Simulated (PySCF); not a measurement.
C2H5BF2, SMILES C(C)B(F)F.

Geometry: TPSSh-D3(BJ)/def2-SVP. One conformer was computed; it need not be the lowest.

All values below come from TPSSh-D3(BJ)/def2-SVP (PySCF).

Harmonic, unscaled wavenumbers; measured fundamentals usually lie a few per cent lower.

```
mode  ν (cm⁻¹)  IR (km/mol)  moving atoms (share of kinetic energy)
----  --------  -----------  --------------------------------------
1           35          0.6                  H 44 %, F 28 %, C 28 %
2          182          0.7                  F 44 %, C 33 %, H 19 %
3          208          0.7                           H 85 %, C 9 %
4          407          6.8                  F 53 %, C 30 %, H 11 %
5          452          4.3                   H 51 %, B 38 %, F 8 %
6          507          9.0           F 56 %, C 25 %, H 10 %, B 9 %
7          747          1.3                  F 52 %, C 30 %, H 15 %
8          762         36.1                  H 56 %, B 29 %, C 13 %
9          978          7.6                          H 72 %, C 25 %
10        1007         10.5                  H 67 %, C 18 %, B 14 %
11        1068          1.0                          C 63 %, H 34 %
12        1228        109.6          H 43 %, B 31 %, F 13 %, C 13 %
13        1256          1.7                          H 80 %, C 18 %
14        1382        240.2          B 51 %, H 18 %, C 16 %, F 15 %
15        1411        112.6                  H 49 %, B 26 %, C 20 %
16        1424        111.2                  H 48 %, B 26 %, C 19 %
17        1434         43.8                          H 80 %, B 12 %
18        1498         22.7                                  H 94 %
19        1499          4.9                                  H 97 %
20        3018         19.4                                  H 94 %
21        3037         26.3                                  H 97 %
22        3051          6.6                           H 91 %, C 9 %
23        3119         26.4                           H 91 %, C 9 %
24        3121         25.7                           H 91 %, C 9 %
```
